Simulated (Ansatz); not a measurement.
Born–Oppenheimer molecular dynamics of BrClF2H2Si (7 atoms, charge 0, multiplicity 1). It starts at the highest image of a converged band, a first-order saddle point between two minima.

Theory: Ansatz, UKS PBE0-D4/def2-SVP.

```yaml
ensemble: NVE (velocity Verlet)
time_step: 0.5 fs
steps_asked: 200
starting_velocities_drawn_for: 300 K
seed: 3994
```

First frame:

```xyz
7
Properties=species:S:1:pos:R:3
Si -0.409 -0.095 -0.490
Cl 1.447 -1.036 0.671
F -0.560 -1.589 -1.098
F -1.971 0.151 -0.166
H 0.184 0.724 -1.556
H 1.240 0.249 1.343
Br 0.069 1.597 1.296
```

(1) How far do the bonds stretch over the last three quarters of this one trajectory? (Pairs bonded in most of those frames.)

Results:

(1) 
```csv
bond,mean (Å),spread (Å),shortest,longest
Si1–Cl2,2.127,0.129,1.99,2.38
Si1–F3,1.606,0.011,1.59,1.63
Si1–F4,1.624,0.024,1.58,1.66
Si1–H5,1.470,0.015,1.45,1.50
Si1–Br7,2.853,0.312,2.53,3.53
H6–Br7,1.460,0.059,1.39,1.61
```

Pairs bonded in part of these frames only: Si1–Br7 62 %, Cl2–H6 11 %.

Mean temperature of the second half: 1691 K. The conserved energy stayed within 0.036 meV per atom of its start (net change -0.012 meV per atom), so the integration is sound. The kinetic energy rose, since the run started high on the potential surface and went downhill. It ends in pieces (BrH + ClF2HSi), so much of that is their flight and rotation, not heat. A run of 0.1 ps of so small a system gives no equilibrium averages. The orbitals were unrestricted but ended closed-shell.

Run time: 15 min on 4 threads of Arm Neoverse N1, with other jobs on the host, peak memory 0.39 GiB.
